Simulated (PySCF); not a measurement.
Stepwise substitution at one centre (Si Br-H). All species are isolated molecules in the gas phase. Strings in code marks are SMILES.

Calculation: r2SCAN-D4/def2-TZVP (PySCF). Delta-SCF ions had no search for a lower state. Excitations are Tamm–Dancoff values on a coarser integration grid. The basis has no diffuse functions, so Rydberg states are missing or too high.

| species | HOMO (eV) | dipole moment (D) | HOMO–LUMO gap (eV) | vertical ionisation energy (Delta-SCF) (eV) | T1 excitation (TDA) (eV) |
|---|---|---|---|---|---|
| 0 of 4 Br replaced by H | -7.77 | 0.00 | 5.44 | 10.20 | – |
| 1 of 4 Br replaced by H (`Br[SiH](Br)Br`) | -7.67 | 0.62 | 5.95 | 10.29 | 5.69 |
| 2 of 4 Br replaced by H (`Br[SiH2]Br`) | -7.69 | 1.04 | 6.48 | 10.45 | 6.12 |
| 3 of 4 Br replaced by H (`[SiH3]Br`) | -7.55 | 1.26 | 6.70 | 10.81 | 6.29 |
